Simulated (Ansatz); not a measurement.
Geometry optimisation, UKS B3LYP-D4/def2-SVP (Ansatz 0.2.0).

The input (input.yaml):

```yaml
crystal:
  periodic: [false, false, false]
  atoms:
    - { symbol: Ge, position_ang: [-0.112608, 0.34732, -0.140096] }
    - { symbol: H, position_ang: [0.194881, 0.045614, 2.577597] }
    - { symbol: F, position_ang: [1.473152, -0.017858, -0.763591] }
    - { symbol: O, position_ang: [-0.822574, 1.37127, -1.403698] }
    - { symbol: H, position_ang: [-1.790909, 1.389439, -1.367377] }
    - { symbol: O, position_ang: [-1.125963, -1.11471, -0.006914] }
    - { symbol: H, position_ang: [-0.93034, -1.609102, 0.80572] }
    - { symbol: Cl, position_ang: [-0.048639, -1.108374, 3.201359] }
magnetization:
  spin_polarized: true
  initial_magnetization: 1
basis:
  gaussian: { orbitals: def2-SVP }
hamiltonian:
  xc: b3lyp
  dispersion: d4
relax:
  f_tol: 0.03
  max_steps: 50
```

Command:

```bash
$ ansatz run input.yaml --threads 4 --pin off --max-ram 5120MiB --backend cpu --events-out ev --progress --plain --runs-dir out
```

Question: Where does it end, and by what steps?

Answer: The run converged. The force dipped under the threshold on the way, but the program's further checks kept it going. After 26 steps the energy has fallen by 0.073 eV; H2 moved furthest, 1.18 Å.

```json
{"step": "0", "energy less start (eV)": "0.0000", "largest force component (eV/Å)": "0.839", "accepted": "yes"}
{"step": "1", "energy less start (eV)": "0.0033", "largest force component (eV/Å)": "1.257", "accepted": "no"}
{"step": "2", "energy less start (eV)": "-0.0142", "largest force component (eV/Å)": "0.793", "accepted": "yes"}
{"step": "3", "energy less start (eV)": "-0.0207", "largest force component (eV/Å)": "0.748", "accepted": "yes"}
{"step": "4", "energy less start (eV)": "-0.0129", "largest force component (eV/Å)": "1.131", "accepted": "no"}
{"step": "5", "energy less start (eV)": "-0.0321", "largest force component (eV/Å)": "0.494", "accepted": "yes"}
{"step": "6", "energy less start (eV)": "-0.0404", "largest force component (eV/Å)": "0.187", "accepted": "yes"}
{"step": "7", "energy less start (eV)": "-0.0461", "largest force component (eV/Å)": "0.092", "accepted": "yes"}
{"step": "8", "energy less start (eV)": "-0.0482", "largest force component (eV/Å)": "0.055", "accepted": "yes"}
{"step": "9", "energy less start (eV)": "-0.0524", "largest force component (eV/Å)": "0.038", "accepted": "yes"}
{"step": "10", "energy less start (eV)": "-0.0043", "largest force component (eV/Å)": "1.584", "accepted": "no"}
{"step": "11", "energy less start (eV)": "-0.0545", "largest force component (eV/Å)": "0.086", "accepted": "yes"}
{"step": "12", "energy less start (eV)": "-0.0535", "largest force component (eV/Å)": "0.479", "accepted": "no"}
{"step": "13", "energy less start (eV)": "-0.0568", "largest force component (eV/Å)": "0.057", "accepted": "yes"}
{"step": "14", "energy less start (eV)": "-0.0581", "largest force component (eV/Å)": "0.154", "accepted": "yes"}
{"step": "15", "energy less start (eV)": "-0.0589", "largest force component (eV/Å)": "0.317", "accepted": "yes"}
{"step": "16", "energy less start (eV)": "-0.0640", "largest force component (eV/Å)": "0.031", "accepted": "yes"}
{"step": "17", "energy less start (eV)": "-0.0671", "largest force component (eV/Å)": "0.127", "accepted": "yes"}
{"step": "18", "energy less start (eV)": "-0.0527", "largest force component (eV/Å)": "0.696", "accepted": "no"}
{"step": "19", "energy less start (eV)": "-0.0679", "largest force component (eV/Å)": "0.105", "accepted": "yes"}
{"step": "20", "energy less start (eV)": "-0.0680", "largest force component (eV/Å)": "0.274", "accepted": "yes"}
{"step": "21", "energy less start (eV)": "-0.0698", "largest force component (eV/Å)": "0.140", "accepted": "yes"}
{"step": "22", "energy less start (eV)": "-0.0676", "largest force component (eV/Å)": "0.539", "accepted": "no"}
{"step": "23", "energy less start (eV)": "-0.0713", "largest force component (eV/Å)": "0.053", "accepted": "yes"}
{"step": "24", "energy less start (eV)": "-0.0722", "largest force component (eV/Å)": "0.020", "accepted": "yes"}
{"step": "25", "energy less start (eV)": "-0.0724", "largest force component (eV/Å)": "0.064", "accepted": "yes"}
{"step": "26", "energy less start (eV)": "-0.0726", "largest force component (eV/Å)": "0.029", "accepted": "yes"}
```

```xyz
8
Properties=species:S:1:pos:R:3
Ge -0.109 0.563 -0.340
H -0.293 -0.451 3.529
F 1.377 -0.173 -0.907
O -0.853 1.226 -1.820
H -1.811 1.335 -1.720
O -1.217 -0.722 0.230
H -0.819 -1.228 0.958
Cl 0.562 -1.245 2.973
```

Whether the end is a true minimum wasn't checked by a vibrational analysis.

Time of the run: 66 s on 4 threads of Arm Neoverse V2, with other jobs on the host, peak memory 0.37 GiB.
